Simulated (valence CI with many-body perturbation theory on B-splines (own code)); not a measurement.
# Sc VII: calculated level list

Level of theory: valence CI with perturbative core correlation (CI+MBPT): five valence electrons over a frozen Dirac-Fock core [Ne], radial functions for each j: 9 s, 9 p, 8 d, 6 f, 3 g, 1 h, with the one-electron correlation potential Σ1, the two-electron term Σ2, the three-electron term Σ3, Breit, model QED; selected CI, second order for the rest, scaled by the run's own slope (own B-spline code, finite nucleus).

No measured levels were compared; by estimate levels hold to about 100 cm⁻¹ or 0.05 % of their energy and the worst to 300 or 400 cm⁻¹, as in measured light ions of charge 2 to 7. Among the levels kept, up to 1700 cm⁻¹ of a level comes from second order outside the variational space, and about a tenth of that is noise between levels of different J, which matters for small intervals.

Levels 1 to 32 of 32, with energies above the lowest level, 3s²3p³ ⁴S°_3/2. "Leading %" is the weight of the configuration and term that name the level; weights of strongly mixed levels are sums over their largest components and can fall short, so below about 35 % the name and the second component can differ from the true leading terms, or belong to a minority configuration. Lifetimes count E1, E2, E3, M1 and M2 decay at the calculated energies, and are blank where another channel may lead or the interval is too uncertain; long ones can be off by a factor of two.

```
No.  Configuration  Term    J  E (cm⁻¹)  Leading %  Lifetime       g
  1         3s²3p³   ⁴S°  3/2         0         96             1.999
  2         3s²3p³   ²D°  3/2     29785         92    1.12 s   0.817
  3         3s²3p³   ²D°  5/2     30459         96    28.8 s   1.200
  4         3s²3p³   ²P°  1/2     49692         95   65.3 ms   0.665
  5         3s²3p³   ²P°  3/2     50603         91   26.9 ms   1.319
  6          3s3p⁴    ⁴P  5/2    175000         87   1.49 ns   1.600
  7          3s3p⁴    ⁴P  3/2    177710         87   1.44 ns   1.734
  8          3s3p⁴    ⁴P  1/2    179130         87   1.41 ns   2.668
  9          3s3p⁴    ²D  3/2    217120         75    711 ps   0.801
 10          3s3p⁴    ²D  5/2    217420         75    743 ps   1.201
 11       3s²3p²3d    ²P  3/2    250500         53    265 ps   1.332
 12       3s²3p²3d    ²P  1/2    253080         50    253 ps   0.744
 13          3s3p⁴    ²S  1/2    262180         74    255 ps   1.923
 14       3s²3p²3d    ⁴F  3/2    276700         95   58.8 ns   0.406
 15       3s²3p²3d    ⁴F  5/2    277720         95   92.7 ns   1.034
 16       3s²3p²3d    ⁴F  7/2    279190         95    226 ns   1.241
 17       3s²3p²3d    ⁴F  9/2    281110         96             1.333
 18       3s²3p²3d    ²F  5/2    286100         77   89.6 ns   0.956
 19       3s²3p²3d    ⁴D  7/2    287180         48    209 ns   1.286
 20       3s²3p²3d    ⁴D  1/2    287340         95   16.9 ns  -0.001
 21       3s²3p²3d    ⁴D  3/2    287670         95   15.8 ns   1.194
 22       3s²3p²3d    ⁴D  5/2    288800         76   21.1 ns   1.268
 23       3s²3p²3d    ²F  7/2    291410         48   9.85 μs   1.282
 24       3s²3p²3d    ²G  7/2    318010         96   34.5 ns   0.889
 25       3s²3p²3d    ²G  9/2    318570         96             1.112
 26       3s²3p²3d    ²P  3/2    329980         49   25.9 ps   1.330
 27       3s²3p²3d    ²P  1/2    333390         51   25.9 ps   0.686
 28       3s²3p²3d    ⁴P  5/2    335130         84   18.5 ps   1.595
 29       3s²3p²3d    ⁴P  3/2    336580         84   18.2 ps   1.722
 30       3s²3p²3d    ⁴P  1/2    337420         84   18.0 ps   2.647
 31       3s²3p²3d    ²D  3/2    342110         90    130 ps   0.814
 32       3s²3p²3d    ²D  5/2    345680         89   96.1 ps   1.205
```

Names give the largest LS component (configuration and term), which can be under half, so a name can repeat, a term be missing and a line seem to break the LS rules; names also repeat where a configuration has a term twice.

The ionisation energy to 3s²3p² ³P0 of the next ion comes out as 136.59 eV (NIST: 137.99 ± 0.25 eV (semi-empirical), further off than twice its uncertainty). All 32 levels together are meant to be complete up to 355710 cm⁻¹.
